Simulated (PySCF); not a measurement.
Species: oxalyl dichloride, C₂Cl₂O₂.
Numbering: `[O:1]=[C:2]([Cl:3])[C:4](=[O:5])[Cl:6]`

Computed, not measured: PySCF, PBE0-D3(BJ)/def2-SVP geometry optimisation, gas phase.

(1) Give the optimised bond lengths and angles.

Results:

(1) 
```csv
bond,length (Å),order
"O1=C2, C4=O5",1.180,double
"C2–Cl3, C4–Cl6",1.745,single
C2–C4,1.550,single
```

Bonds in one row agree within 0.01 Å and their mean is given. Orders are formal, as drawn. A selection of angles:
```csv
angle,degrees
O1–C2–Cl3,124.3
O1–C2–C4,124.4
Cl3–C2–C4,111.3
```

Torsions: O1–C2–C4–O5 180° (antiperiplanar).

The 6 heavy atoms lie in one plane (0.001 Å rms).

Point group: C2h (every atom within 0.08 Å of its image). PBE0-D3(BJ)/def2-SVP frequencies: not computed here. One conformer, not necessarily the lowest.


Be(NH2)2.
Bonds: Be1–N2, Be1–N5. Hydrogens: H3, H4 on N2; H6, H7 on N5.

Level of theory: PBE0-D3(BJ)/def2-SVP geometry optimisation, gas phase (PySCF 2.14.0).

Problem. What internal coordinates does the optimisation give?

Solution. 
```csv
bond,length (Å)
"Be1–N2, Be1–N5",1.501
N2–H3 and 3 like bonds,1.014
```

Bonds in one row agree within 0.01 Å and their mean is given. A selection of angles:
```csv
angle,degrees
N2–Be1–N5,179.9
Be1–N2–H3,125.5
H3–N2–H4,108.9
```

N2 (nitrogen bonded to Be and 2 H) is planar (angles 125.6°, 125.5° and 108.9°, sum 360.0°, 0.00 Å off the plane of its three neighbours).

Point group: D2d (every atom within 0.08 Å of its image). No frequency check.

Hardware: one thread, Arm Neoverse V1, on a shared host. Cost: 4.0 s wall. This is the geometry optimisation.
